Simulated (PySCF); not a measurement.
Mg(I)(SiH3) (H₃IMgSi), SMILES [SiH3][Mg][I]. Atoms are numbered in the order given.

```xyz
6

Mg     0.0000     0.0000     1.1166
I      0.0000     0.0000    -1.4673
Si     0.0000     0.0000     3.6860
H     -1.2119    -0.6997     4.2546
H      0.0000     1.3994     4.2546
H      1.2119    -0.6997     4.2546
```
Charge 0, spin multiplicity 1.

Geometry optimised at PBE-D3(BJ)/def2-SVP. The def2 effective core potentials stand for the cores of I; spin–orbit coupling is left out.

These are PBE/def2-TZVPD (PySCF) values and carry that method's errors.

Symmetry labels are those of the subgroup Cs that the program uses (full group C3v).

Question: List the valence orbital energies around the gap with their symmetry. (Estimate from the structure and the level; the computed values follow.)

Answer: 
```csv
orbital,symmetry,energy (eV)
HOMO−7,A',-16.71
HOMO−6,A',-12.97
HOMO−5,A',-8.38
HOMO−4,A",-8.38
HOMO−3,A',-7.84
HOMO−2,A',-6.43
HOMO−1,A",-6.41
HOMO,A',-6.41
LUMO,A',-2.12
LUMO+1,A',-1.86
LUMO+2,A",-1.86
LUMO+3,A',-0.14
```
